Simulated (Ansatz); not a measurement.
Total energies of (ClAlO)4 cubane (Al₄Cl₄O₄) from Ansatz at PBE-D4/def2-TZVP, gas phase (1 Eh = 27.2114 eV = 2625.5 kJ/mol). The reference geometry is relaxed at PBE-D4/def2-SVP.

Cartesian coordinates in Å:
```
Al 0.0779 -1.4555 -0.7191
Cl 0.1772 -3.3211 -1.6407
O 0.1169 0.1940 -1.5904
Al -1.3029 0.8044 -0.5448
Cl -2.9724 1.8364 -1.2433
O -1.3278 -0.8375 0.3411
Al -0.1183 -0.1963 1.6091
Cl -0.2703 -0.4478 3.6715
O 1.2878 -0.7952 0.5386
Al 1.3433 0.8473 -0.3451
Cl 3.0656 1.9326 -0.7875
O -0.0769 1.4386 0.7107
```

| state | geometry | energy (Eh) |
| --- | --- | --- |
| charge 0 singlet | reference | -3110.89949 |
| charge -1 doublet | reference | -3110.93298 |
| free Al atom (doublet) | – | -242.22759 |
| free Cl atom (doublet) | – | -459.95840 |
| free O atom (triplet) | – | -75.00967 |

**Question.** Work out the vertical electron affinity, to the doublet.

**Answer.** E(charge 0 singlet) − E(charge -1 doublet) = -3110.89949 − (-3110.93298) = 0.03349 Eh = 0.91 eV. The basis lacks diffuse functions, which makes affinities too small.

**Question.** What is the binding energy per atom against free atoms?

**Answer.** Atoms: 4 × (-242.22759) + 4 × (-459.95840) + 4 × (-75.00967) = -3108.78264 Eh. Binding: -3108.78264 − (-3110.89949) = 2.11685 Eh = 57.60 eV, or 4.80 eV for each of 12 atoms (no zero-point energy, no counterpoise term).

At PBE-D4/def2-TZVP the highest occupied level of the charge -1 doublet lies above zero (up to 0.99 eV). By energy differences its removal costs 0.91 eV (vertical, to the charge 0 singlet, at PBE-D4/def2-TZVP); self-interaction error and the lack of diffuse functions both raise the level.
